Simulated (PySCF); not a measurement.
The dipole of `CC(C)c1cc[n+]([O-])cc1` from its density and from atomic charges.

Coordinates (GFN2-xTB, Å) and charges (e) from the PBE0/pcSseg-1 density (PySCF):

```json
{"atom": "C1", "x": "-1.991", "y": "1.262", "z": "0.062", "Mulliken": "-0.1902", "IAO": "-0.4142", "Hirshfeld": "-0.1171", "ESP-fitted": "-0.5343"}
{"atom": "C2", "x": "-1.341", "y": "-0.009", "z": "-0.490", "Mulliken": "-0.2752", "IAO": "-0.0958", "Hirshfeld": "-0.0159", "ESP-fitted": "+0.3771"}
{"atom": "C3", "x": "-1.992", "y": "-1.257", "z": "0.112", "Mulliken": "-0.1902", "IAO": "-0.4141", "Hirshfeld": "-0.1171", "ESP-fitted": "-0.5183"}
{"atom": "C4", "x": "0.141", "y": "-0.004", "z": "-0.231", "Mulliken": "-0.1488", "IAO": "-0.0025", "Hirshfeld": "+0.0059", "ESP-fitted": "+0.0756"}
{"atom": "C5", "x": "1.062", "y": "-0.025", "z": "-1.274", "Mulliken": "-0.1589", "IAO": "-0.1609", "Hirshfeld": "-0.0488", "ESP-fitted": "-0.3081"}
{"atom": "C6", "x": "2.413", "y": "-0.021", "z": "-1.026", "Mulliken": "+0.2634", "IAO": "-0.0902", "Hirshfeld": "-0.0027", "ESP-fitted": "-0.1138"}
{"atom": "N7", "x": "2.907", "y": "0.005", "z": "0.233", "Mulliken": "-0.1530", "IAO": "+0.2928", "Hirshfeld": "+0.1188", "ESP-fitted": "+0.4931"}
{"atom": "O8", "x": "4.145", "y": "0.009", "z": "0.443", "Mulliken": "-0.4564", "IAO": "-0.5278", "Hirshfeld": "-0.3065", "ESP-fitted": "-0.5481"}
{"atom": "C9", "x": "2.027", "y": "0.027", "z": "1.262", "Mulliken": "+0.2652", "IAO": "-0.0871", "Hirshfeld": "-0.0014", "ESP-fitted": "-0.1562"}
{"atom": "C10", "x": "0.670", "y": "0.022", "z": "1.057", "Mulliken": "-0.1491", "IAO": "-0.1605", "Hirshfeld": "-0.0449", "ESP-fitted": "-0.2477"}
{"atom": "H11", "x": "-3.048", "y": "1.283", "z": "-0.195", "Mulliken": "+0.1143", "IAO": "+0.1410", "Hirshfeld": "+0.0430", "ESP-fitted": "+0.1412"}
{"atom": "H12", "x": "-1.515", "y": "2.146", "z": "-0.358", "Mulliken": "+0.1207", "IAO": "+0.1452", "Hirshfeld": "+0.0395", "ESP-fitted": "+0.1235"}
{"atom": "H13", "x": "-1.902", "y": "1.303", "z": "1.144", "Mulliken": "+0.1066", "IAO": "+0.1343", "Hirshfeld": "+0.0388", "ESP-fitted": "+0.1363"}
{"atom": "H14", "x": "-1.495", "y": "-0.031", "z": "-1.575", "Mulliken": "+0.1076", "IAO": "+0.1311", "Hirshfeld": "+0.0412", "ESP-fitted": "-0.0015"}
{"atom": "H15", "x": "-1.517", "y": "-2.157", "z": "-0.272", "Mulliken": "+0.1207", "IAO": "+0.1452", "Hirshfeld": "+0.0395", "ESP-fitted": "+0.1195"}
{"atom": "H16", "x": "-1.901", "y": "-1.255", "z": "1.196", "Mulliken": "+0.1066", "IAO": "+0.1343", "Hirshfeld": "+0.0388", "ESP-fitted": "+0.1325"}
{"atom": "H17", "x": "-3.049", "y": "-1.287", "z": "-0.142", "Mulliken": "+0.1143", "IAO": "+0.1410", "Hirshfeld": "+0.0430", "ESP-fitted": "+0.1367"}
{"atom": "H18", "x": "0.725", "y": "-0.045", "z": "-2.300", "Mulliken": "+0.0876", "IAO": "+0.1622", "Hirshfeld": "+0.0588", "ESP-fitted": "+0.1787"}
{"atom": "H19", "x": "3.156", "y": "-0.037", "z": "-1.809", "Mulliken": "+0.1129", "IAO": "+0.1829", "Hirshfeld": "+0.0645", "ESP-fitted": "+0.1632"}
{"atom": "H20", "x": "2.473", "y": "0.047", "z": "2.244", "Mulliken": "+0.1120", "IAO": "+0.1829", "Hirshfeld": "+0.0644", "ESP-fitted": "+0.1713"}
{"atom": "H21", "x": "0.022", "y": "0.040", "z": "1.919", "Mulliken": "+0.0898", "IAO": "+0.1600", "Hirshfeld": "+0.0585", "ESP-fitted": "+0.1794"}
```

Q: What dipole does each set of charges give (1 e·Å = 4.803 D), and what does the density give?

A: The full density gives (-4.62, -0.01, -0.76) D, 4.68 D in size; dipole vectors point from the negative to the positive end.

```csv
scheme,μx,μy,μz,size (D),share of the full size (%),angle to the full dipole (°)
Mulliken,-6.04,0.00,-0.04,6.04,129,9
IAO,-5.22,-0.02,-0.91,5.30,113,1
Hirshfeld,-3.42,-0.01,-0.55,3.46,74,0
ESP-fitted,-4.68,-0.02,-0.75,4.74,101,0
```

Q: Which set comes closest?

A: Length of the difference vector: ESP-fitted 0.06 D, IAO 0.62 D, Hirshfeld 1.21 D, Mulliken 1.59 D. Closest: ESP-fitted. The schemes that divide the density aren't constrained to reproduce the dipole.

Q: What is left for the Hirshfeld atoms' own dipoles?

A: The Hirshfeld atoms' densities add up to the full density, so μ = Σ q r + Σ (atomic dipoles). The atomic dipoles sum to (-4.62, -0.01, -0.76) − (-3.42, -0.01, -0.55) = (-1.20, 0.00, -0.21) D, 1.21 D in size.

Q: With the origin at the mean of the coordinates, (0.000, 0.001, 0.000) Å, which are the largest single terms, by size, of the ESP-fitted dipole along the direction of the full one?

A: O8 +10.96, N7 -6.89, C1 -5.01, C3 -4.86, C2 +2.54 D; all 21 atoms together +4.74 D. The single terms depend on the origin, their sum doesn't.

Q: Give the size of the full dipole in other units.

A: 4.68 D = 1.841 au = 0.974 e·Å = 15.61 × 10⁻³⁰ C·m.

The structure is a single GFN2-xTB conformer in the gas phase; no vibrational or solvent corrections.

The run behind these numbers computed NMR shieldings as well. Time: 92 s; peak memory 0.93 GiB. Hardware: one thread, Intel Xeon at 2.70 GHz (x86_64), shared host with 64 logical CPUs at a one-minute load of 57.

The values belong to the conformer `[CH3:1][CH:2]([CH3:3])[c:4]1[cH:5][cH:6][n+:7]([O-:8])[cH:9][cH:10]1`: C1–C2–C4–C5 -118°.
